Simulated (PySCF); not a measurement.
## Fractional electron number in V²⁺ (vanadium, charge +2)

The 3d alpha orbital of [Ar] 3d3 is emptied in steps (occupation f), with all orbitals relaxed, ending at [Ar] 3d2. Computed with PySCF 2.14 in aug-cc-pVTZ-DK (8s7p5d3f2g, 93 functions), with scalar relativity by spin-free X2C-1e. The exact energy is a straight line in f; departures are measured from the line between the end points of the same method.

```
   f  BHandHLYP (eV)  wB97X (eV)  HSE06 (eV)
   1           0.000       0.000       0.000
0.75          -0.565      -0.502      -1.067
 0.5          -0.760      -0.680      -1.433
0.25          -0.575      -0.516      -1.082
   0           0.000       0.000       0.000
```

**Question.** For BHandHLYP, how does the orbital energy at f = 1 compare with the removal energy?

**Answer.** −ε = 26.699 eV against a total-energy difference of 29.684 eV. By Janak's theorem ε = ∂E/∂f, so the gap between them reflects the curvature. Along the path −ε is 28.157 (f = 0.75), 29.658 (f = 0.5), 31.198 (f = 0.25) eV.

```csv
method,E(f=0) − E(f=1) (eV),−ε at f=1 (eV),−ε at f=0.5 (eV)
BHandHLYP,29.684,26.699,29.658
wB97X,29.520,26.886,29.482
HSE06,29.884,24.241,29.843
```

Reference removal energy between the ground levels: 29.311 eV (measured; NIST Atomic Spectra Database, ionization energies). The calculation has no spin-orbit coupling. The determinant left behind need not be the lowest term of the ion.
